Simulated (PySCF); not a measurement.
Compound: C₆H₁₀N₂.
Atom-mapped SMILES: `[H]/[N:8]=[CH:7]\[CH2:6][CH2:5][C@@H:2]([CH3:1])[C:3]#[N:4]` (hydrogens: H9, H10, H11 on C1; H12 on C2; H13, H14 on C5; H15, H16 on C6; H17 on C7; H18 on N8)

Cartesian coordinates in Å at the PBE0-D3(BJ)/def2-SVP level; atoms count from 1:
```xyz
18
C6H10N2 angstrom
C      2.4784   -0.0971    0.4477
C      1.0143    0.2967    0.2574
C      0.8787    1.7346    0.0137
N      0.7438    2.8658   -0.1923
C      0.3365   -0.5045   -0.8649
C     -1.1177   -0.1091   -1.1246
C     -1.9769   -0.2925    0.0938
N     -2.4968    0.6055    0.8206
H      3.0586    0.0959   -0.4668
H      2.9402    0.4644    1.2717
H      2.5477   -1.1700    0.6795
H      0.4672    0.1064    1.1983
H      0.3970   -1.5713   -0.5910
H      0.9191   -0.3860   -1.7929
H     -1.1687    0.9406   -1.4588
H     -1.5121   -0.7339   -1.9435
H     -2.1388   -1.3434    0.4016
H     -2.2732    1.5369    0.4467
```

Jobs on this species (18 atoms, 60 electrons) with PySCF (density fitting). Hardware of each: an x86-64 server with one thread, no GPU, shared host. Times come from a shared host and carry two figures at best.

| level and settings | work | basis functions | SCF cycles | wall time |
| --- | --- | --- | --- | --- |
| B3LYP/def2-SVPD, IEF-PCM acetone | 6 singlets by full TDDFT, polarisability | 240 | ? | ? |
| B3LYP/def2-SVPD | 6 singlets by full TDDFT, polarisability, dynamic polarisability | 240 | 14 | 57 s |
| B3LYP/def2-SVPD, IEF-PCM chloroform | 6 singlets by full TDDFT, polarisability | 240 | 14 | 46 s |
| PBE0/pcSseg-1, IEF-PCM acetone | shieldings, charges and field gradients | 186 | 14 | 32 s |
| PBE0/pcSseg-1, IEF-PCM chloroform | shieldings | 186 | 14 | 30 s |
| PBE0-D3(BJ)/def2-SVP, grid level 1 | geometry optimisation from a GFN2-xTB start | 162 | 75 | 1.9 min |

Q: Fill in the missing figures.

A: 
- B3LYP/def2-SVPD, IEF-PCM acetone; 6 singlets by full TDDFT, polarisability: 47 s, 14 SCF cycles

Q: What do all jobs in the table cost together?

A: About 5.4 min; the longest takes about 35 % of that, and about 3.8 times as long as the shortest.
